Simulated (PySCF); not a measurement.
Atoms are numbered as in `[F:1][B:2]([F:3])[CH:4]=[S:5]`. Hydrogens are named by the atom that carries them.

Geometry: PBE0-D3(BJ)/def2-SVP; GIAO absolute shieldings from PySCF 2.14, gas phase, non-relativistic, averaged over equivalent atoms.

At PBE0/def2-SVP (79 basis functions, 4.9 s wall time on 1 thread of an Arm Neoverse V1, shared host):
```
atoms  σ (ppm)
F1/F3    295.7
   B2    110.8
   C4   -107.6
   S5  -1530.1
H(C4)    17.14
```

Predict the values at LC-wPBE/pcSseg-2 on the same geometry.

## Answers


| atoms | σ at LC-wPBE/pcSseg-2 | change |
| --- | --- | --- |
| F1/F3 | 286.5 | -9.2 |
| B2 | 96.4 | -14.4 |
| C4 | -148.3 | -40.7 |
| S5 | -1805.0 | -274.9 |
| H(C4) | 17.14 | +0.00 |

The largest change is at S5 (thione sulfur). Cost: 201 basis functions, 24 s wall time on 1 thread of an Arm Neoverse V1, shared host.

The lowest triplet lies only 0.9 eV above this closed-shell state, which makes its shieldings and couplings unsafe. A carbon bonded to boron is broadened by the quadrupolar boron nucleus and is often missing from a measured spectrum.
